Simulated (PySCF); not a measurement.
**Correlation energy of I²⁺ (iodine, charge +2)**

[Kr] 4d10 5s2 5p2 6s1, high-spin 4P determinant (an excited configuration). Computed with PySCF 2.14 in x2c-TZVPPall with one added diffuse shell each of s, p, d, f type (9s7p5d3f, 76 functions), with scalar relativity by spin-free X2C-1e. Frozen: [Kr] 4d10; 5 electrons correlated.

| level | correlation energy (mhartree) |
| --- | --- |
| CCSD | -76.91 |
| (T) | -2.38 |
| CCSD(T) | -79.29 |

Diagnostics: T1 = 0.11, D1 = 0.3631, largest double amplitude 0.087.

The outer electron is Rydberg-like, and this basis confines it to a smaller radius and binds it less than a complete one would. T1 exceeds 0.03, a sign that the reference determinant is poor.

Cost of the coupled-cluster step: of the order of 5 core-seconds, for 5 correlated electrons.
